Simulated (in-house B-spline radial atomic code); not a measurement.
Configurations of Ho⁺, with energies counted from [Xe] (4f5/2)6 (4f7/2)5 6s1. Computed with a radial B-spline atomic code at the basis-set limit: Dirac-Hartree-Fock, average of each configuration as written, Fermi nucleus of rms radius 5.2022 fm. Energies include first-order Breit, QED and recoil terms.

Occupations are held fixed; configurations that lie above the ionisation limit could autoionise.

```tsv
configuration	E - E(ref) (eV)	highest orbital	its <r> (bohr)
[Xe] (4f5/2)6 (4f7/2)4 (5d3/2)1 6s1	-0.072434	6s1/2	3.726
[Xe] (4f5/2)5 (4f7/2)6 6s1	1.5549	6s1/2	3.894
[Xe] (4f5/2)3 (4f7/2)8 (7g7/2)1	11.932	7g7/2	31.75
[Xe] (4f5/2)3 (4f7/2)8 (10d5/2)1	12.102	10d5/2	41.97
[Xe] (4f5/2)3 (4f7/2)7 6s1 (10g7/2)1	14.587	10g7/2	69.91
[Kr] 4d10 (4f5/2)3 (4f7/2)8 5s2 (5p1/2)1 (5p3/2)4 (5d3/2)1 6s1	31.578	5d3/2	2.649
```

Task: Order these further configurations by energy, lowest first.
A. [Xe] (4f5/2)4 (4f7/2)7 6s1
B. [Xe] (4f5/2)2 (4f7/2)8 6s2
C. [Xe] (4f5/2)6 (4f7/2)5 8s1
D. [Xe] (4f5/2)2 (4f7/2)8 6s1 (6p1/2)1
E. [Xe] (4f5/2)5 (4f7/2)5 6s1 (10d3/2)1

Result: A (2.2727 eV), B (2.4588 eV), D (5.263 eV), C (7.9247 eV), E (12.773 eV).

Task: How far above the reference does [Xe] (4f5/2)3 (4f7/2)8 6s1 lie?

Result: 2.1529 eV; its least bound orbital is 6s1/2 with <r> = 3.894 bohr.

Task: How far above the reference does [Kr] (4d3/2)3 (4d5/2)6 (4f5/2)5 (4f7/2)6 5s2 5p6 (5d5/2)1 6s1 lie?

Result: 174.9 eV; its least bound orbital is 6s1/2 with <r> = 3.707 bohr.

Task: Is the reference the lowest configuration at this level of theory?

Result: No: [Xe] (4f5/2)6 (4f7/2)4 (5d3/2)1 6s1 lies 0.07243 eV lower. Averages of configurations without correlation can order differently from the measured ground levels.
